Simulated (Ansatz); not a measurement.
Molecule: BiF$_{3}$, net charge 1, doublet state. 
Geometry from a B3LYP-D3(BJ)/def2-TZVP (Ansatz, an electronic-structure program) optimisation:
```xyz
4

Bi     0.0017     0.0009     0.1924
F     -1.4567    -1.0990    -0.5735
F     -0.2286     1.8023    -0.5984
F      1.6699    -0.7120    -0.6026
```
Charge +1, spin multiplicity 2.

Problem. Give the harmonic wavenumbers at B3LYP-D3(BJ)/def2-TZVP (Ansatz, finite differences of forces, unscaled).

Solution. 123, 123, 130, 534, 534, 558 cm⁻¹. Zero-point energy 2.9 kcal/mol.

Problem. From these and the geometry, give the ideal-gas thermochemistry at 298.15 K and 1 atm (rigid rotor, harmonic oscillator).

Solution. Point group C3v, rotational symmetry number 3. Rotational constants 4.149, 4.149, 2.68 GHz. S(trans) 42.63, S(rot) 24.16, S(vib) 10.74, S(elec, spin only) 1.38, S 78.9 cal/(mol K). H(298) - H(0) 4.03 kcal/mol; G - E(el) -16.6 kcal/mol.
